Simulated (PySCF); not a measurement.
Compound: C5H11N2PSSi.
Z-matrix (Å and degrees, GFN2-xTB geometry), rows numbered from 1:
```
C 
S   1  1.8146
C   2  1.7432  1   99.86
N   3  1.3065  2  120.68  1     0.05
N   4  1.3351  3  110.81  2   179.99
Si  5  1.7746  4  114.80  3   179.94
C   6  1.8957  5  106.77  4   -59.90
C   6  1.8957  5  106.72  4    59.97
C   5  1.3446  4  114.78  3     0.01
P   9  1.7163  5  113.98  4    -0.03
H   1  1.0849  2  109.03  3    60.32
H   1  1.0848  2  109.00  3   -60.19
H   1  1.0848  2  106.57  3  -179.93
H   6  1.4674  5  103.46  4  -179.97
H   7  1.0853  6  111.16  5  -178.46
H   7  1.0868  6  110.65  5    61.74
H   7  1.0863  6  111.65  5   -58.06
H   8  1.0864  6  111.63  5    58.13
H   8  1.0853  6  111.16  5   178.53
H   8  1.0868  6  110.64  5   -61.67
H   9  1.0746  5  118.37  4   179.94
```

Definitions: NICS(0) = −σiso at the ring centroid; NICS(1) = −σiso and NICS(1)zz = −σzz at ±1 Å along the ring normal z. Level: GIAO PBE0/pcSseg-1 (PySCF, non-relativistic, gas phase) on the GFN2-xTB geometry, one conformer.

Ring bond lengths (Å), with Mayer bond orders in brackets: C3–N4 1.307 (1.51), N4–N5 1.335 (1.13), N5–C9 1.345 (1.23), C9–P10 1.716 (1.43), P10–C3 1.784 (1.11).

Problem. What do the NICS probes read (ppm)?

Solution. 
```csv
ring,type,NICS(0),"NICS(1), two faces","NICS(1)zz, two faces",rms pucker (Å),"centre to ring atoms, mean (Å)"
C3–N4–N5–C9–P10,5-membered ring with 2 N and P; formal bonds all aromatic,-11.2,-11.5 / -11.5,-26.6 / -26.5,0.00,1.26
```

Problem. What can be read from them?

Solution. 
- C3–N4–N5–C9–P10: mean NICS(1)zz -26.5 ppm, shielded.

Problem. How equal are the bonds by HOMA? Use HOMA with the parameters of Krygowski (1993).

Solution. 
- C3–N4–N5–C9–P10: HOMA 0.78; the largest term is that of P10–C3, α(R − Ropt)² = 0.87.

Problem. How shielded are the nuclei of the rings and their hydrogens (means over atoms taken as equivalent)?

Solution. 
```
atoms                          environment  σ isotropic (ppm)
   C3          substituted aromatic carbon                0.7
   N4               pyridine-type nitrogen              -78.9
   N5                pyrrole-type nitrogen               13.5
   C9  aromatic CH next to a ring nitrogen               13.2
  P10             phosphorus bonded to 2 C              216.4
  H21                    aromatic hydrogen              22.80
```

On Arm Neoverse V1, one thread, on a shared host, this took 61 s of wall time. This is the whole shielding run at PBE0/pcSseg-1, SCF included.
